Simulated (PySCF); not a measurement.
SMILES C(CCC)OC at its GFN2-xTB optimised geometry (Å):

```
18

C      2.1490    -1.6392     0.1839
C      0.6251    -1.6303     0.1988
C      0.0675    -0.2237     0.0000
C     -1.4639    -0.2237     0.0000
O     -2.0441     1.0611     0.0000
C     -1.9157     1.7630    -1.2102
H      2.5245    -1.2622    -0.7651
H      2.5414    -1.0108     0.9806
H      2.5268    -2.6491     0.3252
H      0.2685    -2.0290     1.1511
H      0.2496    -2.2821    -0.5938
H      0.4372     0.1774    -0.9462
H      0.4150     0.4300     0.8028
H     -1.8343    -0.8036    -0.8603
H     -1.8292    -0.6929     0.9178
H     -2.5414     2.6491    -1.1178
H     -0.8822     2.0747    -1.3992
H     -2.2644     1.1589    -2.0575
```

Level of theory: CAM-B3LYP/def2-SVP run with PySCF.

Map of the Laplacian of the electron density (e/bohr⁵) on the plane z = 0.6 Å:

```
|6666666666666666666666666666666|
|6666666666666666666666666666666|
|6666666666666666666666666666666|
|6666666666666666666666666666666|
|6666666666666666666666666666666|
|6666666666666666666666666666666|
|6666666666666666666666666666666|
|6666666666666666666666666666666|
|6666666666666666666666666666666|
|6666666677666666666666666666666|
|6666666788776666666666666666666|
|6666667888876666666666666666666|
|6666667888887667776666666666666|
|6666666789877776567666666666666|
|6666666788877775047666666666666|
|6666666677777775467666666666666|
|6666666675357777677666666666666|
|6666666674167777777777777666666|
|6666666676677777677776457666666|
|6666666667776777667674157666666|
|6666666666666676395668567766666|
|6666666666666676447776567666666|
|6666666666666677677776557666666|
|6666666666666667777777557666666|
|6666666666666666666667776666666|
|6666666666666666666666666666666|
|6666666666666666666666666666666|
|6666666666666666666666666666666|
|6666666666666666666666666666666|
|6666666666666666666666666666666|
|6666666666666666666666666666666|
```
Scale: ten equal steps from -1.36 (start of '0') to 0.682 (end of '9'), in the order '0123456789'; x runs from -5.00 to 5.00, y from -5.00 (bottom) to 5.00 (top).
